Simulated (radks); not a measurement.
Excited configurations of neutral indium: one electron is placed in a higher orbital outside [Kr] 4d10 5s2. The ground configuration is [Kr] 4d10 5s2 5p1. All-electron calculation, Dirac Kohn-Sham, PBE, spin-unpolarised, spherical densities, point nucleus; open shells are shared between the two j in proportion to 2j + 1. Program: a radial shooting solver on a logarithmic mesh with Libxc functionals. Excitation = E - E(ground); binding = E(ion) - E, where the ion is the core of charge +1; n* = 1/sqrt(2 binding) in atomic units, and the quantum defect is n - n*. Eigenvalue and <r> are those of j = l + 1/2.

4f: excitation (eV) 4.462; binding (eV) 0.912; eigenvalue (eV) -0.434; <r> (bohr) 17.31
5d: excitation (eV) 3.700; binding (eV) 1.674; eigenvalue (eV) -0.704; <r> (bohr) 9.552
5f: excitation (eV) 4.744; binding (eV) 0.631; eigenvalue (eV) -0.366; <r> (bohr) 29.28
6s: excitation (eV) 2.594; binding (eV) 2.780; eigenvalue (eV) -1.607; <r> (bohr) 7.749
6f: excitation (eV) 4.918; binding (eV) 0.456; eigenvalue (eV) -0.286; <r> (bohr) 43.89
7s: excitation (eV) 3.941; binding (eV) 1.433; eigenvalue (eV) -0.876; <r> (bohr) 15.30
7d: excitation (eV) 4.669; binding (eV) 0.705; eigenvalue (eV) -0.432; <r> (bohr) 29.02
7f: excitation (eV) 5.031; binding (eV) 0.343; eigenvalue (eV) -0.226; <r> (bohr) 61.22

The Delta-SCF ionisation energy is 5.374 eV (NIST Atomic Spectra Database: 5.786 eV, measured). Self-interaction in the functional shifts the binding energies and quantum defects, so they are the method's values and not measured ones. Spin polarisation and multiplet splitting are left out, so open shells lie too high by an amount that depends on their filling. Sharing an open shell by 2j + 1 raises it above the true ground level by a part of the spin-orbit splitting, which enters the differences from NIST.

Beside tabulated values, note that spin-unpolarised runs miss the spin-polarisation part of the exchange energy of open shells.
